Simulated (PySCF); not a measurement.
CHOS, charge +1.

```xyz
4

O     -0.1074    -1.6248     0.0000
C      0.0052    -0.3989     0.0000
S      0.0082     1.0989     0.0000
H      0.6974    -2.1907     0.0000
```
Charge +1, spin multiplicity 1.

Geometry: B3LYP-D3(BJ)/def2-TZVP. The isomer is the one that the SMILES or the coordinates give; other isomers of the formula were not compared.

Method: KT2/pcSseg-2 (PySCF). Non-relativistic, no solvent.

### Question
Give the absolute GIAO shielding of each atom: isotropic value and principal components (ppm). (Estimate from the structure and the level; the computed values follow.)

### Answer

```
atom  σ(iso)    σ11    σ22    σ33   span
----  ------  -----  -----  -----  -----
O1     195.8   55.0  147.1  385.4  330.4
C2      33.3  -94.5  -89.9  284.4  378.9
S3     643.5  416.9  522.4  991.2  574.3
H4      22.8   16.3   16.6   35.4   19.1
```
